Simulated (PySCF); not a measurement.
# Worked example: chemical shift, span and skew from a shielding tensor

H2O3Si, SMILES O=[Si](O)O. Atoms are numbered in the order given.

```xyz
6

Si     0.0000     0.0000    -0.1275
O      0.0000     0.0000    -1.6555
O      0.0000     1.2842     0.8839
O      0.0000    -1.2842     0.8839
H      0.0000     2.1444     0.4433
H      0.0000    -2.1444     0.4433
```
Charge 0, spin multiplicity 1.

Geometry: B3LYP-D3(BJ)/def2-SVP. The values are those of a single conformer.

GIAO shieldings from PySCF with PBE/pcSseg-2, non-relativistic, no solvent. The symmetric part of the tensor of Si1 has the principal values 217.2, 282.7, 535.3 ppm. The same nucleus in TMS has σ = 324.1 ppm at this level (PySCF, at its B3LYP-D3(BJ)/def2-TZVP geometry).

Problem. Work out the isotropic shielding, the ²⁹Si shift against TMS, the span and the skew.

Solution. 
σ(iso) = (σ11 + σ22 + σ33)/3 = 345.1 ppm. δ = σ(ref) − σ(iso) = 324.1 − (345.1) = -21.0 ppm.
Span Ω = σ33 − σ11 = 318.1 ppm. Skew κ = 3(σ(iso) − σ22)/Ω = 0.59. Tumbling in solution averages the tensor to δ; in a static solid the shielding alone would spread this spin-1/2 line over Ω.
